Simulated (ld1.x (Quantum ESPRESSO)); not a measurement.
## F: from the effect back to the setting (TM)

Base potential:

F, norm-conserving Troullier–Martins (Kleinman–Bylander form), made with ld1.x (Quantum ESPRESSO) 7.5 (LDA (PZ), fully relativistic). Core none, reference 1s2 2s2 2p5. Waves: 1s (bound): rc 0.30 bohr; 2p (bound): rc 0.95 bohr. Local part: all-electron potential smoothed inside 0.25 bohr (lloc = -1). Core correction: none.

Open shells are filled in proportion to 2j + 1 (rel_dist='average').

Occupied shells without a wave of their own: 2s. They enter only through the test configuration that unscreens the potential.

Cutoffs, loose and tight: the cutoffs (Ry, on a coarse ladder) from which the occupation-weighted sum of valence levels, in a spherical-Bessel basis at the reference potential, stays within 10 and 1 mRy of its value at 400 Ry. They do not see the model core or the augmentation charge, which bear on the density cutoff. Test errors are all-electron minus pseudo excitation energies from the reference, over the configurations 1s2 2s2 2p4; 1s2 2s2 2p3; 1s2 2s2 2p2; 1s2 2s2 2p1; 1s2 2s1 2p5; 1s2 2s2 2p4.5; 1s2 2s2 2p5.3; variants that change the core or the reference have their own tests.

Only the scale of all radii (base = 1) is moved:

```csv
scale of all radii (base = 1),bound ghosts,largest test error (meV),median size of the test errors
0.74,not determined,+177,12.4 meV
0.82,not determined,+253,19.0 meV
0.93,not determined,+449,35.3 meV
0.99,not determined,+571,45.7 meV
1.06,not determined,+700,62.4 meV
1.15,not determined,+1033,97.3 meV
1.25,not determined,+1442,141.0 meV
1.39,not determined,+2182,220.8 meV
```

Task: One more run gave bound ghosts: not determined; largest test error (meV): +1623; median size of the test errors: 162.5 meV. Which value of the scale of all radii (base = 1) was used?

Result: 1.31. The median size of the test errors moves one way along this sweep, from 12.4 meV at 0.74 to 220.8 meV at 1.39, which places the run between 1.25 and 1.39.
